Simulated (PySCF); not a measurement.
An unknown shows these calculated signals:

¹H NMR (300 MHz, computed): δ 4.95 (m, 1H), 4.86 (m, 1H), 4.79 (m, 1H), 4.66 (m, 1H), 3.93 (m, 1H), 1.31 (m, 1H), 1.12 (d, 3H), 0.52 (m, 1H), 0.45 (m, 1H), -0.37 (br s, 1H).

¹³C{¹H} NMR (computed): δ 72.4 (CH), 33.7 (CH), 29.0 (CH3), -9.7 (CH2).

PySCF 2.14.0 with density-fitted response routines calculation with GIAO PBE0/pcSseg-1 shieldings and geometry: GFN2-xTB; one computed conformer, non-relativistic Hamiltonian, gas phase, one averaged value for each set of equivalent atoms.

References, each an isolated molecule treated in the same way: TMS for ¹H (31.72 ppm) and ¹³C (186.93 ppm).

Problem. Which of these does the molecule contain: a vinyl group CH=CH2, an S-methyl group, a three-membered ring, a Si–H bond, an OH group?

Solution. 
- A vinyl group CH=CH2: no.
- An S-methyl group: no.
- A three-membered ring: no.
- A Si–H bond: yes (δH 4.95 (m), 4.86 (m)).
- An OH group: yes (δH -0.37 (br s)).

The data belong to SMILES C1([C@H](C)O)[SiH2]C[SiH2]1, C4H12OSi2; they needn't prove each group on their own.

Carbon signals by region: 1 at 50–100 ppm, 3 below 50 ppm.

Exchangeable OH/NH protons stand at their gas-phase positions; hydrogen bonding in a real sample shifts them, mostly to higher δ. Shifts are as computed. Against solution values, carbons near 30 ppm lie about +3 ppm off and those near 130 ppm about +5 ppm. Of 1309 compounds with measured shifts, 239 miss one by over three times the rms of a fit or turn the order of signals round; such compounds aren't used in these exercises. No couplings were computed; multiplicities are counted from neighbouring protons, with m where these are inequivalent, close in shift, in a saturated or five-membered ring or joined by F or P, and br s for small geminal =CH2 splittings.
